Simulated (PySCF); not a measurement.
# Telling isomers of C$_{10}$H$_{12}$ apart by NMR

How the numbers were obtained: shielding tensors at PBE0/pcSseg-1 (GIAO), GFN2-xTB structure, in PySCF (non-relativistic Hamiltonian, equivalent nuclei averaged, isolated molecule, single conformer).

References, each an isolated molecule treated in the same way: $^{1}$H (σ = 31.72 ppm), $^{13}$C (σ = 186.93 ppm) against TMS. Where no couplings were computed, multiplicities follow the n + 1 count of equivalent neighbours, and m marks all less simple cases (inequivalent or close neighbours, rings, F or P nearby). Shifts are as computed. Against solution values, carbons near 30 ppm lie about +3 ppm off and those near 130 ppm about +5 ppm. Of 1211 compounds with measured shifts, 218 miss one by over three times the rms of a fit or turn the order of signals round; such compounds aren't used in these exercises.

(1) Tabulate the signals of `CC1=C/C=C\C=C/C=C\1C`, `CC(C)c1ccc2c(c1)C2` and their relative energies.

(2) What is the quickest way to tell CC1=C/C=C\C=C/C=C\1C from CC(C)c1ccc2c(c1)C2?

Results:

(1) 
```tsv
SMILES	carbon types	δC	δH	E rel. (kcal/mol)
CC1=C/C=C\C=C/C=C\1C	2×C 6×CH 2×CH3	152.6, 140.9, 139.1, 133.7, 25.2	6.19 (m, 2H), 6.09 (m, 2H), 5.92 (d, 2H), 1.95 (s, 6H)	0.0
CC(C)c1ccc2c(c1)C2	3×C 4×CH 1×CH2 2×CH3	157.3, 134.8, 131.6, 131.0, 119.1, 118.8, 40.7, 27.7, 23.0	7.51 (d, 1H), 7.36 (s, 1H), 7.29 (d, 1H), 3.51 (s, 2H), 2.72 (sept, 1H), 1.28 (d, 6H)	10.7
```

Energies are electronic energies at PBE0/pcSseg-1 on these geometries, without zero-point or thermal terms, each for the one conformer computed, which needn't be the lowest.

(2) Count the carbon signals: 5 against 9. The first has an alkene CH at 140.9 ppm, the second an sp3 CH on an aromatic ring at 40.7 ppm. Their most deshielded carbons lie at 152.6 and 157.3 ppm. In the proton spectra the most deshielded non-exchanging signals are 6.19 (m, 2H) and 7.51 (d, 1H).
